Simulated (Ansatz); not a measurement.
Relaxation of AlClF2 (4 atoms, charge 0, multiplicity 1), to a largest force component of 0.02 eV/Å in at most 40 steps.

These are results of Ansatz, RKS B3LYP/def2-SVP, not measurements.

```xyz
4
Properties=species:S:1:pos:R:3:forces:R:3
Al 0.000 0.000 0.000 0.00 0.00 0.86
Cl 0.000 0.000 2.230 0.00 0.00 -2.14
F 1.464 0.000 -0.845 -1.11 0.00 0.64
F -1.464 0.000 -0.845 1.11 0.00 0.64
```

Q: Where does it end, and by what steps?

A: The run converged. After 4 steps the energy has fallen by 0.241 eV; Cl2 moved furthest, 0.12 Å.

```json
{"step": "0", "energy less start (eV)": "0.0000", "largest force component (eV/Å)": "2.139", "accepted": "yes"}
{"step": "1", "energy less start (eV)": "-0.2199", "largest force component (eV/Å)": "0.602", "accepted": "yes"}
{"step": "2", "energy less start (eV)": "-0.2397", "largest force component (eV/Å)": "0.206", "accepted": "yes"}
{"step": "3", "energy less start (eV)": "-0.2409", "largest force component (eV/Å)": "0.068", "accepted": "yes"}
{"step": "4", "energy less start (eV)": "-0.2410", "largest force component (eV/Å)": "0.012", "accepted": "yes"}
```

```xyz
4
Properties=species:S:1:pos:R:3
Al 0.000 0.000 0.036
Cl 0.000 0.000 2.110
F 1.420 0.000 -0.803
F -1.420 0.000 -0.803
```

Whether the end is a true minimum wasn't checked by a vibrational analysis.

Time of the run: 8.1 s on 1 thread of AMD EPYC 7B13 (Zen 3), on a shared host, peak memory 0.14 GiB.
